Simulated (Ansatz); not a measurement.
C₆H₁₅Al, singlet, at a GFN2-xTB geometry (such geometries of metal compounds can be far from the true shape), atoms displaced at random by about 0.08 Å a coordinate; R2SCAN/STO-3G, gradient in Ansatz (a quantum-chemistry and plane-wave program).

Input for Ansatz:
Ansatz 0.2 input:
```yaml
crystal:
  periodic: [false, false, false]
  atoms:
    - {symbol: Al, position_ang: [1.03902543, -0.29359699, 0.16904198]}
    - {symbol: C, position_ang: [2.29038473, 0.28631839, -1.34961856]}
    - {symbol: H, position_ang: [3.25079447, -0.14456532, -1.32213853]}
    - {symbol: H, position_ang: [2.37824607, 1.45259481, -1.56374129]}
    - {symbol: H, position_ang: [1.99175529, -0.12823704, -2.36252225]}
    - {symbol: C, position_ang: [1.65124792, -1.12414964, 1.66012183]}
    - {symbol: H, position_ang: [0.91401088, -2.25515556, 1.85258316]}
    - {symbol: H, position_ang: [1.36658971, -0.74025810, 2.63613511]}
    - {symbol: H, position_ang: [2.65325774, -1.35626369, 1.69503712]}
    - {symbol: C, position_ang: [-0.95829501, 0.14812269, -0.04766616]}
    - {symbol: C, position_ang: [-1.77821346, -0.92449318, -0.92508694]}
    - {symbol: C, position_ang: [-1.65276652, 0.36310895, 1.20840723]}
    - {symbol: C, position_ang: [-1.10186586, 1.60712118, -0.98368491]}
    - {symbol: H, position_ang: [-2.72273818, -0.64502998, -1.08697785]}
    - {symbol: H, position_ang: [-1.56584102, -1.76142923, -0.21387317]}
    - {symbol: H, position_ang: [-1.30910609, -1.09205711, -1.92707788]}
    - {symbol: H, position_ang: [-1.55477470, -0.58047958, 1.85768606]}
    - {symbol: H, position_ang: [-1.13277838, 1.18977777, 1.87037283]}
    - {symbol: H, position_ang: [-2.61303848, 0.57576767, 1.30616987]}
    - {symbol: H, position_ang: [-0.73750847, 2.25278921, -0.24080123]}
    - {symbol: H, position_ang: [-0.86381663, 1.49060066, -1.95013502]}
    - {symbol: H, position_ang: [-2.14208657, 1.66226135, -1.02000036]}
basis:
  gaussian:
    orbitals: STO-3G
hamiltonian:
  xc: r2scan
output: {forces: true}
```

The log (banner, timings and long lists left out):

```
Functional definition: r2SCAN
727 factors; integrals over basis functions are off by at most 6.0e-5 eV
mean field evaluation 1: about -12899.2525 eV, gradient 2.2e1 eV
mean field evaluation 2: about -12899.4003 eV, gradient 2.1e1 eV
mean field evaluation 4: about -12900.7154 eV, gradient 5.7e-1 eV
mean field evaluation 8: about -12900.4967 eV, gradient 9.7e-2 eV
mean field -12900.49668261 eV, -474.0845088154 hartree, gradient 5.4e-5 eV, S^2 0.000000; 0 other end points of the search recorded, 0 dependent functions left out
the calculation of the forces begins
reference -12900.49669126 eV, -474.0845091330 hartree; 32, 32 occupied and 22, 22 virtual orbitals, 727 factors
Total energy: -12900.49669126 eV, -474.0845091330 hartree
Atom 0 at     1.039025    -0.293597     0.169042 Å, force    -1.416701     2.422481    -3.971552 eV/Å
Atom 1 at     2.290385     0.286318    -1.349619 Å, force    -2.959138     1.655747    -1.168485 eV/Å
Atom 2 at     3.250794    -0.144565    -1.322139 Å, force     2.256214    -0.251255     0.997961 eV/Å
Atom 3 at     2.378246     1.452595    -1.563741 Å, force    -0.104251    -2.852988     0.948850 eV/Å
Atom 4 at     1.991755    -0.128237    -2.362522 Å, force    -0.662956     0.542403     1.130489 eV/Å
Atom 5 at     1.651248    -1.124150     1.660122 Å, force    -5.689576    -4.970906     2.811778 eV/Å
Atom 6 at     0.914011    -2.255156     1.852583 Å, force     3.291475     3.931711    -1.416622 eV/Å
Atom 7 at     1.366590    -0.740258     2.636135 Å, force     0.184034     1.097197     0.211980 eV/Å
Atom 8 at     2.653258    -1.356264     1.695037 Å, force     3.063081    -1.164289     0.126445 eV/Å
Atom 9 at    -0.958295     0.148123    -0.047666 Å, force     2.020601     1.782483    -6.777022 eV/Å
Atom 10 at    -1.778213    -0.924493    -0.925087 Å, force     7.669533    -1.369564     2.121950 eV/Å
Atom 11 at    -1.652767     0.363109     1.208407 Å, force     6.093802    -0.816566     6.468864 eV/Å
Atom 12 at    -1.101866     1.607121    -0.983685 Å, force    -1.329126    -4.804220     6.475107 eV/Å
Atom 13 at    -2.722738    -0.645030    -1.086978 Å, force    -5.237557     1.086869    -0.172866 eV/Å
Atom 14 at    -1.565841    -1.761429    -0.213873 Å, force    -1.578679    -0.631708    -1.484976 eV/Å
Atom 15 at    -1.309106    -1.092057    -1.927078 Å, force    -0.065322    -0.094797     0.894313 eV/Å
Atom 16 at    -1.554775    -0.580480     1.857686 Å, force     0.025177     1.175040    -0.791252 eV/Å
Atom 17 at    -1.132778     1.189778     1.870373 Å, force    -0.882381    -1.655999    -1.478786 eV/Å
Atom 18 at    -2.613038     0.575768     1.306170 Å, force    -6.169557     1.498953    -0.768538 eV/Å
Atom 19 at    -0.737508     2.252789    -0.240801 Å, force     1.275639     2.504330    -0.150297 eV/Å
Atom 20 at    -0.863817     1.490601    -1.950135 Å, force     2.894850     0.047261    -4.276700 eV/Å
Atom 21 at    -2.142087     1.662261    -1.020000 Å, force    -2.679162     0.867817     0.269358 eV/Å
Dipole moment:     0.099317    -0.132294     0.161188 e Å
```
